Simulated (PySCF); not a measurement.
## Stretching KSi

Set-up: K pcseg-1, Si pcseg-1; no relativity (PySCF 2.14). Energies in eV from K + Si in their ground configurations at the same level. State: ⁴Σ⁻ (quartet), unpaired electrons σ ↑, π ↑↑.

All columns are r²SCAN. A positive dipole means K(−)Si(+).

```csv
R (Å),E (eV),μ (D),Mulliken charge on K (basis-dependent),HOMO (eV),LUMO (eV),Mayer bond order,⟨S²⟩
2.626,-1.447,-8.52,0.55,-3.50,-1.25,0.79,3.75
2.749,-1.642,-8.98,0.55,-3.46,-1.30,0.78,3.75
2.871,-1.751,-9.42,0.56,-3.37,-1.35,0.77,3.75
2.962,-1.791,-9.75,0.56,-3.30,-1.40,0.76,3.75
3.054,-1.803,-10.07,0.56,-3.24,-1.44,0.75,3.75
3.146,-1.794,-10.39,0.57,-3.18,-1.49,0.74,3.75
3.268,-1.759,-10.80,0.58,-3.11,-1.56,0.71,3.75
3.421,-1.686,-11.29,0.59,-3.02,-1.66,0.69,3.75
3.604,-1.577,-11.83,0.60,-2.94,-1.78,0.65,3.75
3.848,-1.413,-12.42,0.60,-2.86,-1.95,0.62,3.75
```

A fit through these points gives, at Re = 3.059 Å, μ = -10.09 D and dμ/dR = -3.48 D/Å; the reduced mass is 16.28 u.

Task: How strong is the fundamental in the double-harmonic approximation, I = 42.26·(dμ/dR)²/μred km/mol?

Result: I = 42.26·(-3.48)²/16.28 = 31.4 km/mol at r²SCAN.

The state is the lowest determinant that a PBE0 search found; another state may lie lower at other levels.
